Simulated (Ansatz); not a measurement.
Consider the adduct formation: `N[SiH3]` + boron trichloride → `[SiH3][NH2+][B-](Cl)(Cl)Cl`.

Calculated with Ansatz (gas phase, PBE0-D4/def2-TZVP geometries, no zero-point term in ΔE). CCSD(T)/CBS adds triple-zeta CCSD(T) − MP2 to the extrapolated MP2 energy (def2 sets, frozen cores). This one scheme is used for every species. Functionals use def2-TZVPP. Each species was taken in one conformer, which may not be the lowest.

`N[SiH3]`:

Cartesian coordinates in Å:
```
N 0.119 -0.726 0.773
Si -0.162 0.388 -0.508
H -0.055 -0.445 1.724
H 0.907 -1.350 0.725
H -1.515 0.972 -0.317
H 0.802 1.524 -0.609
H -0.096 -0.363 -1.788
```

`ClB(Cl)Cl`:

Z-matrix (Å, degrees):
```
B
Cl 1 1.737
Cl 1 1.737 2 120.0
Cl 1 1.737 2 120.0 3 -180.0
```

`[SiH3][NH2+][B-](Cl)(Cl)Cl`:

```xyz
11

Si   -1.131   -0.440    0.920
N     0.196    0.620    0.233
B     0.962    0.003   -1.042
Cl    2.038   -1.325   -0.389
Cl    1.903    1.377   -1.794
Cl   -0.369   -0.633   -2.141
H    -0.765   -1.850    0.731
H    -1.166   -0.074    2.358
H    -2.382   -0.027    0.258
H     0.906    0.834    0.932
H    -0.192    1.515   -0.066
```

```tsv
level	ΔE (kcal/mol)	difference from CCSD(T)/CBS
r2SCAN-D4	-22.2	1.9
PBE0-D4	-24.4	-0.3
r2SCAN0-D4	-23.8	0.3
ωB97X-V	-23.7	0.4
ωB97M-V	-23.8	0.3
B2PLYP	-18.1	6.0
PBE	-18.3	5.8
BHLYP	-17.1	7.0
CCSD(T)/def2-SVP	-24.8	-0.7
SCS-MP2/def2-QZVPP	-22.5	1.6
CCSD(T)/CBS	-24.1	0
```

(1) What do rigid-rotor, harmonic-oscillator terms from PBE0-D4/def2-TZVP frequencies (298.15 K, 1 bar) make of the CCSD(T)/CBS value? (Estimate.)

Largest T1 diagnostic among the species: 0.011.

Results:

(1) Computed: ΔZPE = +3.3 kcal/mol, ΔH = -21.5 kcal/mol, ΔS = -168 J/(mol·K), ΔG = -9.5 kcal/mol.

In def2-TZVPP, CCSD(T) changes the Hartree–Fock value by −10.7 kcal/mol (the triples alone add −1.3 kcal/mol) and MP2 by −12.8 kcal/mol. The D4 term adds −7.1 kcal/mol with B3LYP and −3.8 kcal/mol with PBE0; it sums over pairs of atoms, weighted by their polarisabilities, and B3LYP, whose exchange is more repulsive, gets the larger term. From BLYP to BHLYP (50 % exact exchange), in def2-TZVPP and without D4, ΔE moves by −6.8 kcal/mol.

CCSD(T)/CBS has its own doubt, a few kJ/mol and more with outer-core shells, so smaller differences from it don't rank the levels.

B3LYP here is the variant with VWN-RPA as its local correlation; programs differ in this.
